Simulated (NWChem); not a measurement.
System: CH$_{7}$NOSi; SMILES CO[SiH2]N

Input file for NWChem:

```
start job
memory heap 200 mb stack 900 mb global 1100 mb
geometry units angstroms noautosym nocenter noautoz
  Si    -0.411739    -0.514773    -0.000247
  N      0.470840    -1.992016     0.000367
  O      0.580175     0.826240    -0.000689
  C      0.064359     2.146434    -0.000621
  H     -1.257047    -0.499265    -1.226264
  H     -1.257200    -0.498290     1.225660
  H      0.979919    -2.265517     0.832720
  H      0.979973    -2.266182    -0.831735
  H     -0.547997     2.346088    -0.892146
  H     -0.547255     2.346289     0.891382
  H      0.907485     2.844460    -0.000974
end
basis spherical
  * library 6-31g*
end
dft
  xc b3lyp
  iterations 150
end
cosmo
  do_cosmo_smd true
  solvent toluene
end
task dft energy
```

Coordinates come from a B3LYP/6-31G* (spherical d) optimisation. Solvent: toluene.

Level: B3LYP/6-31G* with SMD (1 M gas to 1 M solution), gas-phase geometry. Reactions with the solvent are ignored.

Problem. What results follow from this input? (B3LYP/6-31G* (spherical d), SMD on the gas-phase geometry.) Quantities: solvation free energy (kcal/mol); cavity-dispersion-structure term (kcal/mol); dipole in solution (D).

Solution. 
```yaml
solvation free energy (kcal/mol): -2.5
cavity-dispersion-structure term (kcal/mol): 0.5
dipole in solution (D): 0.68
```
